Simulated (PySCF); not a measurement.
Sb(H)2(OH) (H₃OSb), SMILES [SbH2][OH]. The structure is a stationary point at PBE0-D3(BJ)/def2-TZVP. The def2 effective core potentials stand for the cores of Sb; spin–orbit coupling is left out.

The numbers are results of PBE0-D3(BJ)/def2-TZVP (PySCF), not measurements.

Harmonic wavenumbers (cm⁻¹): 177, 603, 662, 669, 853, 953, 1950, 1951, 3892. Rotational constants (GHz): 77.08, 8.051, 7.977; symmetry number 1.

Question: Work out the zero-point energy and the ideal-gas rigid-rotor harmonic-oscillator thermochemistry at 298.15 K and 1 atm.

Answer: ZPE = ½ Σ hcν = ½ × 11710 cm⁻¹ = 16.74 kcal/mol. H − E(el) = 19.81 kcal/mol. Entropy in cal/(mol K): translation 40.74, rotation 21.70, vibration 3.78, total 66.22. G − E(el) = 0.07 kcal/mol. Cp = 13.67 cal/(mol K).
